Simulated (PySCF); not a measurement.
## Two-component Hartree-Fock for Tb⁺ (terbium, charge +1)

Start: [Xe] 4f9 6s1; 4f5/2 filled at m_j = -5/2, -3/2, -1/2, +1/2, +3/2, +5/2; 4f7/2 filled at m_j = +3/2, +5/2, +7/2; 6s1/2 filled at m_j = +1/2. Calculated with PySCF 2.14 in x2c-SVPall-2c with one added diffuse shell each of s, p, d, f type (8s11p10d4f1g, 128 functions): generalised Hartree-Fock with the X2C-1e Hamiltonian and a Gaussian nucleus; one run each with spin-orbit coupling (SO) switched off, then screened by Boettger's factors.

| spinor shell | electrons | ε, spin-free (eV) | ε, screened SO (eV) | weight of nominal j (screened SO) | rms radius, screened SO (bohr) |
| --- | --- | --- | --- | --- | --- |
| 1s1/2 | 2 | -52259.3 | -52249.0 | 1.000 | 0.0245 |
| 2s1/2 | 2 | -8790.2 | -8787.0 | 1.000 | 0.0989 |
| 2p1/2 | 2 | -7807.2 | -8334.2 | 1.000 | 0.0846 |
| 2p3/2 | 4 | -7807.2 | -7582.4 | 1.000 | 0.0912 |
| 3s1/2 | 2 | -2005.3 | -2004.3 | 1.000 | 0.255 |
| 3p1/2 | 2 | -1696.0 | -1807.0 | 1.000 | 0.246 |
| 3p3/2 | 4 | -1696.0 | -1647.9 | 1.000 | 0.260 |
| 3d3/2 | 4 | -1291.2 | -1311.8 | 0.998 | 0.232 |
| 3d5/2 | 6 | -1291.2 | -1276.5 | 0.999 | 0.236 |
| 4s1/2 | 2 | -425.64 | -425.32 | 1.000 | 0.576 |
| 4p1/2 | 2 | -321.21 | -347.38 | 0.986 | 0.593 |
| 4p3/2 | 4 | -321.21 | -309.71 | 0.993 | 0.622 |
| 4d3/2 | 4 | -174.71 | -182.87 | 0.790 | 0.671 |
| 4d5/2 | 6 | -174.71 | -168.99 | 0.860 | 0.679 |
| 5s1/2 | 2 | -64.172 | -64.117 | 1.000 | 1.43 |
| 5p1/2 | 2 | -36.922 | -40.745 | 0.936 | 1.62 |
| 5p3/2 | 4 | -36.922 | -35.247 | 0.968 | 1.74 |
| 4f5/2 | 6 | -19.895 | -19.495 | 0.723 | 0.985 |
| 4f7/2 | 3 | -19.895 | -20.498 | 0.806 | 0.972 |
| 6s1/2 | 1 | -10.703 | -10.704 | 1.000 | 4.22 |

```json
{"quantity": "E (hartree)", "spin-free": "-11700.07450", "screened SO": "-11708.14732"}
{"quantity": "M_J", "spin-free": "8", "screened SO": "8"}
{"quantity": "⟨J²⟩", "spin-free": "72.017", "screened SO": "72.023"}
{"quantity": "⟨L²⟩", "spin-free": "30.009", "screened SO": "30.556"}
{"quantity": "⟨S²⟩", "spin-free": "12.008", "screened SO": "11.851"}
```

Each row is a mean over spinors that exchange with the open shell spreads, by up to 15.205 eV (4d5/2).

Rows whose weight is well below 1 are mixtures of j = l ± 1/2: exchange outweighs spin-orbit coupling there, and the label is only the starting occupation.

Breit and QED terms are absent; they matter most for the inner s and p1/2 levels.

Densities and radii are taken from the X2C orbitals without a picture-change correction, which distorts them close to the nucleus.

Without spin-orbit coupling the j labels of p, d and f shells carry no meaning; the spin-free column gives the mean over the occupied spinors of each nl shell.
